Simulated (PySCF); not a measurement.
SMILES CS[SiH2][Si](C)(C)C, singlet (GFN2-xTB optimised geometry):

```
21

C     -0.998    -4.259    -3.563
S     -0.193    -3.641    -2.058
Si    -1.155    -1.716    -1.887
Si    -0.303    -0.667     0.000
C      1.607    -0.667     0.000
C     -0.927     1.137     0.000
C     -0.916    -1.527     1.593
H     -0.580    -5.239    -3.768
H     -2.068    -4.337    -3.397
H     -0.791    -3.585    -4.389
H     -2.590    -2.029    -1.901
H     -0.916    -1.082    -3.191
H      1.989    -1.681    -0.073
H      2.012    -0.225     0.907
H      2.003    -0.108    -0.843
H     -2.012     1.180     0.019
H     -0.564     1.681     0.866
H     -0.595     1.673    -0.884
H     -0.511    -1.058     2.485
H     -0.620    -2.572     1.607
H     -2.000    -1.492     1.669
```

Method: CAM-B3LYP/def2-SVP (PySCF 2.14.0).

Problem. What are the frontier orbital energies and the dipole moment?

Solution. HOMO-2 -9.40 eV, HOMO-1 -9.10 eV, HOMO -7.68 eV, LUMO 1.29 eV, LUMO+1 1.82 eV; dipole moment 1.13 D.

Meta-Löwdin charges at CAM-B3LYP/def2-SVP: C1 -0.33, S2 -0.21, Si3 0.33, Si4 0.71, C5 -0.53, C6 -0.54, C7 -0.53, H8 0.12, H9 0.11, H10 0.11, H11 -0.10, H12 -0.11, H13 0.11, H14 0.11, H15 0.11, H16 0.11, H17 0.11, H18 0.11, H19 0.11, H20 0.11, H21 0.11.
